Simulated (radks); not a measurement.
Values are calculated unless marked as measured or tabulated.
These are the eigenvalues of the occupied orbitals of an atom or ion with whole-number occupations (hartree). Code: a radial shooting solver on a logarithmic mesh with Libxc functionals. Model: Dirac Kohn-Sham, PBE, spin-unpolarised, spherical densities, finite nucleus; Fermi nuclear charge, rms radius of each element as measured or else 0.836 A^(1/3) + 0.57 fm.

orbital  eigenvalue
1s1/2     -587.2383
2s1/2     -81.03337
2p1/2     -73.90755
2p3/2     -71.39297
3s1/2     -14.00810
3p1/2     -11.41892
3p3/2     -11.03266
3d3/2      -6.48815
3d5/2      -6.42056
4s1/2      -3.08793
4p1/2      -2.40633
4p3/2      -2.35500

Which element is it, and in what charge state? The configuration may be excited. Open shells, if any, fill j = l - 1/2 first.

Answer. Z = 38, strontium, charge +4: Sr4+ in [Ar] 3d10 4s2 4p4. The list shows which subshells hold electrons but not how many an open one holds; the 1s level, -587.24 hartree, gives Z - s = 34.3 by -(Z - s)^2/2, which with screening and relativity narrows Z to a few neighbours, and the depths of the outer levels then fix element, charge and occupations together.
